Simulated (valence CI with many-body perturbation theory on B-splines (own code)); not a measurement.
**E1 transitions of C**

Calculated by valence CI with perturbative core correlation (CI+MBPT): four valence electrons over a frozen Dirac-Fock core [He], a basis of 11 s, 11 p, 9 d, 7 f, 5 g, 2 h, 1 i functions for each j, with the one-electron correlation potential Σ1 (screened to all orders), the two-electron term Σ2, the three-electron term Σ3, Breit, model QED; selected single and double excitations, second order for the rest, scaled by the run's own slope (own B-spline code, finite nucleus).

Against 36 measured levels this calculation errs by 37 cm⁻¹ on average and by 83 at most. These come from a selection out of the NIST Handbook of Basic Atomic Spectroscopic Data. Levels without a partner in it may be off by more. Among the levels kept, up to 900 cm⁻¹ of a level comes from second order outside the variational space, and about a tenth of that is noise between levels of different J, which matters for small intervals.

Lines 101 to 150 of 248 in falling wavelength, among levels below 86306 cm⁻¹, chosen from the strongest by gf and those to the six lowest levels. Wavelengths and rates use the calculated energies, so an error of 40 cm⁻¹ moves a line at 1454 nm by 0.58 % and its rate by three times that or more. Electric multipoles are in the length gauge, E1 and E2 with the static RPA response of the core. Weak lines are less certain than strong ones. Lines between different terms over intervals too small for the method are left out, as are lines whose strength nearly cancels. Where a level lies close to another of its J and parity, the split of strength between their lines is uncertain.

Names give the largest LS component (configuration and term), which can be under half, so a name can repeat, a term be missing and a line seem to break the LS rules; names also repeat where a configuration has a term twice.

```tsv
λ vac (nm)	λ from measured levels	Upper	Lower	A (s⁻¹)	S (a.u.)
1605		2s²2p4f ¹F_3	2s²2p3d ¹D°_2	5.72e+06	8.16e+01
1589		2s²2p4f ³G_3	2s²2p3d ¹D°_2	1.96e+06	2.72e+01
1454	1455	2s²2p3p ¹P_1	2s²2p3s ¹P°_1	8.36e+06	3.80e+01
1442	1445	2s²2p3d ³D°_2	2s²2p3p ³P_2	2.88e+06	2.13e+01
1442	1443	2s²2p3d ³D°_1	2s²2p3p ³P_1	4.66e+06	2.07e+01
1440	1442	2s²2p3d ³D°_3	2s²2p3p ³P_2	1.24e+07	1.28e+02
1438	1440	2s²2p3d ³D°_2	2s²2p3p ³P_1	9.91e+06	7.27e+01
1438	1441	2s²2p3d ³D°_1	2s²2p3p ³P_0	6.60e+06	2.90e+01
1357	1356	2s²2p4s ³P°_1	2s²2p3p ³S_1	7.59e+06	2.81e+01
1351	1351	2s²2p4s ³P°_2	2s²2p3p ³S_1	7.74e+06	4.71e+01
1254		2s²2p3d ³P°_2	2s²2p3p ³P_2	9.71e+06	4.72e+01
1253		2s²2p3d ³P°_1	2s²2p3p ³P_2	5.22e+06	1.52e+01
1251		2s²2p3d ³P°_2	2s²2p3p ³P_1	2.60e+06	1.26e+01
1251		2s²2p3d ³P°_0	2s²2p3p ³P_1	1.31e+07	1.26e+01
1248		2s²2p3d ³P°_1	2s²2p3p ³P_0	3.98e+06	1.14e+01
1190	1190	2s²2p4s ³P°_1	2s²2p3p ³D_2	8.49e+06	2.12e+01
1189	1190	2s²2p4s ³P°_2	2s²2p3p ³D_3	9.51e+06	3.95e+01
1177	1178	2s²2p3d ³F°_2	2s²2p3p ³D_2	2.93e+06	1.18e+01
1175	1176	2s²2p3d ³F°_3	2s²2p3p ³D_2	2.47e+07	1.38e+02
1174	1175	2s²2p3d ³F°_2	2s²2p3p ³D_1	2.36e+07	9.41e+01
1173	1176	2s²2p3d ³F°_4	2s²2p3p ³D_3	2.72e+07	1.95e+02
1165	1166	2s²2p3d ³D°_3	2s²2p3p ³D_3	8.02e+06	4.37e+01
1162	1163	2s²2p3d ³D°_2	2s²2p3p ³D_2	5.76e+06	2.23e+01
1162	1162	2s²2p3d ³D°_1	2s²2p3p ³D_1	4.47e+06	1.04e+01
1161		2s²2p3d ³P°_2	2s²2p3p ³S_1	8.18e+06	3.16e+01
1161		2s²2p3d ³P°_1	2s²2p3p ³S_1	7.72e+06	1.79e+01
1153		2s²2p4f ³D_3	2s2p³ ³P°_2	2.01e+06	1.07e+01
1132	1133	2s²2p3d ¹D°_2	2s²2p3p ¹P_1	2.10e+07	7.50e+01
1072	1073	2s²2p3p ³D_2	2s²2p3s ³P°_2	4.29e+06	1.30e+01
1070	1071	2s²2p3p ³D_1	2s²2p3s ³P°_1	7.32e+06	1.33e+01
1069	1069	2s²2p3p ³D_3	2s²2p3s ³P°_2	1.79e+07	7.57e+01
1068	1069	2s²2p3p ³D_2	2s²2p3s ³P°_1	1.36e+07	4.09e+01
1067	1069	2s²2p3p ³D_1	2s²2p3s ³P°_0	1.01e+07	1.82e+01
1012	1013	2s²2p3d ¹P°_1	2s²2p3p ¹P_1	2.09e+07	3.22e+01
965.3	966.1	2s²2p3p ³S_1	2s²2p3s ³P°_2	1.20e+07	1.60e+01
961.9	962.3	2s²2p3p ³S_1	2s²2p3s ³P°_1	8.29e+06	1.09e+01
939.9	940.8	2s²2p3p ¹D_2	2s²2p3s ¹P°_1	2.85e+07	5.84e+01
910.9	911.4	2s²2p3p ³P_1	2s²2p3s ³P°_2	1.31e+07	1.47e+01
909.4	909.1	2s²2p3p ³P_0	2s²2p3s ³P°_1	2.91e+07	1.08e+01
909.3	909.7	2s²2p3p ³P_2	2s²2p3s ³P°_2	2.22e+07	4.11e+01
906.3	906.4	2s²2p3p ³P_2	2s²2p3s ³P°_1	7.11e+06	1.31e+01
905.9	906.5	2s²2p3p ³P_1	2s²2p3s ³P°_0	9.23e+06	1.02e+01
831.7	833.7	2s²2p3p ¹S_0	2s²2p3s ¹P°_1	3.45e+07	9.78e+00
248.7	247.9	2s²2p3s ¹P°_1	2s²2p² ¹S_0	2.89e+07	6.58e-01
193.5	193.1	2s²2p3s ¹P°_1	2s²2p² ¹D_2	3.32e+08	3.56e+00
176.9	176.5	2s²2p3d ³D°_1	2s²2p² ¹S_0	1.20e+06	9.85e-03
176.8		2s²2p4s ¹P°_1	2s²2p² ¹S_0	2.31e+06	1.89e-02
175.5	175.2	2s²2p3d ¹P°_1	2s²2p² ¹S_0	9.22e+07	7.38e-01
166.0	165.8	2s²2p3s ³P°_1	2s²2p² ³P_2	1.40e+08	9.45e-01
165.9	165.8	2s²2p3s ³P°_0	2s²2p² ³P_1	3.36e+08	7.58e-01
```
